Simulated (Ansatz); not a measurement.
Energy needed to pull apart CH2BNO (SMILES BN=C=O), singlet, into free ground-state atoms, from the structure below (displaced at random from a GFN2-xTB minimum); no zero-point or spin–orbit terms; open-shell atoms are treated unrestricted, in their ground-state multiplicity.

B1  (-0.473, 0.928, -0.169)
N2  (0.199, -0.204, 0.146)
C3  (0.649, -1.265, 0.198)
O4  (1.128, -2.271, 0.329)
H5  (-1.056, 0.973, -1.108)
H6  (-0.417, 1.800, 0.589)
(Å)

Program: Ansatz 0.2.0. Basis: def2-TZVPP. Cores are frozen in the correlated methods.

| method | atomization energy (eV) |
| --- | --- |
| SPW92 | 31.89 |
| PBE-D4 | 28.32 |
| r2SCAN-D4 | 27.30 |
| PBE0-D4 | ? |
| wB97X-V | 27.08 |
| wB97M-V | 27.20 |
| HF | 18.68 |
| MP2 | 27.04 |
| CCSD | ? |
| CCSD(T) | 25.90 |

Problem. What does CCSD give? (An estimate is asked for; the value comes from the calculation.)

Solution. The calculation gives: 25.32 eV, which is about 0.58 eV less than CCSD(T)/def2-TZVPP.

Problem. What does PBE0-D4 give? (An estimate is asked for; the value comes from the calculation.)

Solution. The calculation gives: 27.34 eV, which is about 1.44 eV more than CCSD(T)/def2-TZVPP.

In triple zeta the MP2 and coupled-cluster atomization energies are still short of their basis limit by a few kcal/mol a bond, whereas those of the functionals are nearly converged, so these differences are not deviations from converged CCSD(T).

T1 diagnostic: at most 0.016.

For scale, one of the runs: CCSD(T)/def2-TZVPP forces, 152 basis functions (an equivalent command: `ansatz run in.yaml --threads 4`). The run took 54 s on 4 CPU threads (shared host), with 2 GiB of host memory at its peak.
